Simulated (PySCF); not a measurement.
## Substituent effects on chemical shifts

Parent skeleton `[CH3:1][SiH2:2][O:3][CH:4]([CH3:5])[CH2:6][OH:7]`; one hydrogen on atom 1 is replaced by X. Hydrogens on one atom are averaged.

- σ from GIAO-PBE0/pcSseg-1
- geometry: GFN2-xTB
- run in PySCF
- single conformer, in vacuum, relativity neglected, rapidly exchanging positions averaged

Referencing at the same level of theory: $^{13}$C (186.93 ppm) and $^{29}$Si (349.16 ppm) and $^{1}$H (31.72 ppm) against TMS; $^{17}$O (336.08 ppm) vs H2O.

Known members:
| X | C1 | Si2 | O3 | C4 | C5 | C6 | O7 | H(C1) | H(Si2) |
| --- | --- | --- | --- | --- | --- | --- | --- | --- | --- |
| CN | 5.5 | -36.5 | 54.3 | 72.1 | 21.0 | 72.0 | 48.0 | 1.50 | 5.16 |
| ethynyl | 4.6 | -24.9 | 35.0 | 73.3 | 20.7 | 68.4 | 8.3 | 2.09 | 4.90 |

Four more derivatives gave (δ, ppm):
| compound | C1 | Si2 | O3 | C4 | C5 | C6 | O7 | H(C1) | H(Si2) |
| --- | --- | --- | --- | --- | --- | --- | --- | --- | --- |
| 1 | 36.4 | -30.7 | 43.4 | 74.3 | 20.5 | 70.7 | 5.2 | 2.95 | 4.95 |
| 2 | 8.2 | -24.8 | 46.7 | 74.0 | 21.7 | 70.5 | 5.8 | 1.70 | 4.95 |
| 3 | 79.0 | -39.6 | 35.0 | 74.9 | 20.9 | 72.4 | 48.7 | 4.74 | 5.04 |
| 4 | 9.6 | -19.0 | 39.6 | 75.7 | 19.6 | 73.5 | 27.2 | 0.70 | 4.96 |

**Question.** Their substituents are CH3, Cl, F, propynyl. Which is which?

**Answer.** 1: X = Cl (C[C@@H](CO)O[SiH2]CCl); 2: X = propynyl (CC#CC[SiH2]O[C@@H](C)CO); 3: X = F (C[C@H](CO)O[SiH2]CF); 4: X = CH3 (CC[SiH2]O[C@H](C)CO).

Experimental scales use liquid or dissolved standards, which lie at an offset from isolated H2O (liquid H2O: subtract about 36 ppm).
